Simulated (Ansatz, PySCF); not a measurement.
Species: GeF$_{2}$, net charge 0, singlet state. 
Geometry from a B3LYP-D3(BJ)/def2-TZVP (Ansatz, a first-principles code) optimisation:
```xyz
3

Ge     0.0109    -0.0062     0.4176
F      0.6316     1.1604    -0.7423
F     -0.6702    -1.1385    -0.7424
```

Dipole moments at this geometry, in debye (magnitudes).

| level | program | dipole (D) |
|---|---|---|
| HF/def2-TZVPD | PySCF | 2.80 |
| PBE/def2-TZVPD | Ansatz | 2.45 |
| revPBE/def2-TZVPD | Ansatz | 2.42 |
| BP86/def2-TZVPD | PySCF | 2.44 |
| M06-L/def2-TZVPD | PySCF | 2.48 |
| B3LYP/def2-TZVPD | Ansatz | 2.69 |
| PBE0/def2-TZVPD | Ansatz | 2.61 |
| r2SCANh/def2-TZVPD | Ansatz | 2.51 |
| PW6B95/def2-TZVPD | PySCF | 2.72 |
| M06-2X/def2-TZVPD | PySCF | 2.63 |
| HSE06/def2-TZVPD | Ansatz | 2.60 |
| LC-wPBE/def2-TZVPD | Ansatz | 2.59 |
| wB97X-V/def2-TZVPD | Ansatz | 2.61 |
| CCSD(T)/aug-cc-pVDZ | Ansatz | 2.67 |
